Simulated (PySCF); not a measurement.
## How methods differ on the ionisation energy of I¹⁹⁺

I¹⁹⁺ [Ar] 3d10 4s2 4p4 [4p1/2^2 4p3/2^2, M_J = 2] → I²⁰⁺ [Ar] 3d10 4s2 4p3 [4p1/2^2 4p3/2^1, M_J = 3/2], as a difference of total energies. Calculation: PySCF 2.14, in an uncontracted even-tempered set (18 s from 1.2 bohr⁻², ratio 2.8; 14 p from 1.5 bohr⁻², ratio 2.8; 9 d from 2.7 bohr⁻², ratio 2.8; 4 f from 8.9 bohr⁻², ratio 3); the two-component X2C-1e Hamiltonian. Correlated levels: [Ne] frozen; the 92 highest virtual spinors dropped. "Screened" scales the spin-orbit matrix elements by Boettger's factors to mimic the two-electron term; Breit and QED terms are absent.

```csv
method,ionisation energy (eV)
GHF (screened spin-orbit),567.76
GMP2 (screened spin-orbit),568.61
```

How much does correlation contribute at GMP2 (screened spin-orbit)?

568.61 − (567.76) = 0.85 eV, measured against GHF (screened spin-orbit).

Breit and QED terms and the two-electron picture change are absent.

The labels give the starting determinants; with spin-orbit coupling the two ends relaxed to ⟨J²⟩ = 6.01, ⟨L²⟩ = 2.93, ⟨S²⟩ = 1.56 and ⟨J²⟩ = 3.76, ⟨L²⟩ = 1.64, ⟨S²⟩ = 2.08.

For comparison: 569 ± 4 eV (theoretical estimate listed by NIST; NIST Atomic Spectra Database, ionization energies).
